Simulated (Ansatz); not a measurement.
Reaction (hydrogenolysis of a C–Si bond): `O[SiH2]C[SiH](O)O` + H₂ → `C[SiH](O)O` + `O[SiH3]`

Isolated molecules relaxed with PBE0-D4/def2-TZVP in Ansatz; ΔE leaves out vibrations. CCSD(T)/CBS is the MP2 limit (def2-TZVPP, def2-QZVPP) plus CCSD(T) − MP2 in def2-TZVPP, frozen cores. This one scheme is used for every species. Functionals use def2-TZVPP. One conformer a species, not always the lowest.

CCSD(T)/CBS gives +0.02 eV.

(1) Another level gave 0.00 eV. Which?
A. ωB97X-V/def2-TZVPP
B. PBE-D4/def2-TZVPP
C. HF/def2-TZVPP
D. CCSD/def2-TZVPP

Largest T1 diagnostic among the species: 0.011.

## Answers

(1) A. ωB97X-V 0.00, PBE-D4 0.07, CCSD/def2-TZVPP -0.06, HF/def2-TZVPP -0.34 eV.

In def2-TZVPP, CCSD(T) changes the Hartree–Fock value by +0.35 eV (the triples alone add +0.07 eV) and MP2 by +0.40 eV. The D4 term adds +0.18 eV with B3LYP and +0.10 eV with PBE0; it sums over pairs of atoms, weighted by their polarisabilities, and B3LYP, whose exchange is more repulsive, gets the larger term.

B3LYP here is the variant with VWN-RPA as its local correlation; programs differ in this.
